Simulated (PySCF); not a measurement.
**Radial density of O(2+) (oxygen, charge +2)**

UHF, [He] 2s1 2p3, 2s spin antiparallel (an excited configuration). Calculation: PySCF 2.14, in dyall-acv3z; the non-relativistic Hamiltonian (point nucleus).

```json
{"r (bohr)": "0.00267", "4πr²ρ (e/bohr)": "0.02609", "4πr²(ρα − ρβ)": "-0.0009"}
{"r (bohr)": "0.00448", "4πr²ρ (e/bohr)": "0.07173", "4πr²(ρα − ρβ)": "-0.0026"}
{"r (bohr)": "0.00754", "4πr²ρ (e/bohr)": "0.1932", "4πr²(ρα − ρβ)": "-0.0070"}
{"r (bohr)": "0.0127", "4πr²ρ (e/bohr)": "0.5037", "4πr²(ρα − ρβ)": "-0.0182"}
{"r (bohr)": "0.0213", "4πr²ρ (e/bohr)": "1.241", "4πr²(ρα − ρβ)": "-0.0445"}
{"r (bohr)": "0.0359", "4πr²ρ (e/bohr)": "2.787", "4πr²(ρα − ρβ)": "-0.0978"}
{"r (bohr)": "0.0604", "4πr²ρ (e/bohr)": "5.359", "4πr²(ρα − ρβ)": "-0.1753"}
{"r (bohr)": "0.102", "4πr²ρ (e/bohr)": "7.975", "4πr²(ρα − ρβ)": "-0.1930"}
{"r (bohr)": "0.171", "4πr²ρ (e/bohr)": "7.868", "4πr²(ρα − ρβ)": "0.0953"}
{"r (bohr)": "0.287", "4πr²ρ (e/bohr)": "4.518", "4πr²(ρα − ρβ)": "0.8872"}
{"r (bohr)": "0.483", "4πr²ρ (e/bohr)": "3.114", "4πr²(ρα − ρβ)": "1.7322"}
{"r (bohr)": "0.813", "4πr²ρ (e/bohr)": "3.778", "4πr²(ρα − ρβ)": "1.7357"}
{"r (bohr)": "1.37", "4πr²ρ (e/bohr)": "1.893", "4πr²(ρα − ρβ)": "0.8177"}
{"r (bohr)": "2.30", "4πr²ρ (e/bohr)": "0.1970", "4πr²(ρα − ρβ)": "0.1015"}
{"r (bohr)": "3.87", "4πr²ρ (e/bohr)": "0.001530", "4πr²(ρα − ρβ)": "0.0010"}
```

With the s spin flipped the determinant is a mixture of two multiplicities, not a spectroscopic state.
